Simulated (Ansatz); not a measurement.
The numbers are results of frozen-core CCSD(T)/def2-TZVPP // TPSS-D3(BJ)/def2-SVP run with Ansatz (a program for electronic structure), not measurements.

Ansatz 0.2 input:
```yaml
crystal:
  periodic: [false, false, false]
  atoms:
    - { symbol: Nb, position_ang: [-0.161765, 0.055777, -0.065227] }
    - { symbol: O, position_ang: [0.994497, 0.711599, 1.004819] }
    - { symbol: F, position_ang: [-1.474818, 1.358845, -0.341243] }
    - { symbol: F, position_ang: [-0.871986, -1.4741, 0.742797] }
    - { symbol: F, position_ang: [0.72041, -0.366461, -1.658993] }
basis:
  gaussian: { orbitals: def2-TZVPP }
correlation:
  method: ccsd_t
```

Output:

```
Functional definition: HF
1213 factors; integrals over basis functions are off by at most 9.5e-4 eV
mean field evaluation 1: about -11688.6570 eV, gradient 8.0e1 eV
mean field evaluation 2: about -11688.8161 eV, gradient 8.0e1 eV
mean field evaluation 4: about -11699.7194 eV, gradient 1.4e1 eV
mean field evaluation 8: about -11700.0830 eV, gradient 1.1e0 eV
mean field evaluation 16: about -11700.0862 eV, gradient 5.1e-6 eV
mean field -11700.08617037 eV, -429.9702361580 hartree, gradient 5.1e-6 eV, S^2 0.000000; 0 other end points of the search recorded, 0 dependent functions left out
4 core orbitals not correlated
reference -11700.08617037 eV, -429.9702361580 hartree; 20, 20 occupied and 156, 156 virtual orbitals, 1213 factors
second order -39.89619841 eV of doubles, -0.00000000 eV of singles
cycle   1  -36.72312272 eV  change     3.2e0 eV  update   2.8e-1
cycle   2  -38.30811181 eV  change    -1.6e0 eV  update   1.9e-1
cycle   3  -38.60336874 eV  change   -3.0e-1 eV  update   4.4e-2
cycle   4  -38.64037307 eV  change   -3.7e-2 eV  update   2.0e-2
cycle   5  -38.60280165 eV  change    3.8e-2 eV  update   5.1e-3
cycle   6  -38.59947845 eV  change    3.3e-3 eV  update   2.1e-3
cycle   7  -38.60124046 eV  change   -1.8e-3 eV  update   9.8e-4
cycle   8  -38.60065588 eV  change    5.8e-4 eV  update   4.2e-4
cycle   9  -38.60070497 eV  change   -4.9e-5 eV  update   1.6e-4
cycle  10  -38.60097179 eV  change   -2.7e-4 eV  update   7.0e-5
cycle  11  -38.60083646 eV  change    1.4e-4 eV  update   3.4e-5
cycle  12  -38.60079863 eV  change    3.8e-5 eV  update   1.6e-5
perturbative correction -1.79455405 eV, -0.0659486451 hartree
Total energy: -11740.48152305 eV, -431.4547379881 hartree
```

Cost: roughly 5 core-minutes.
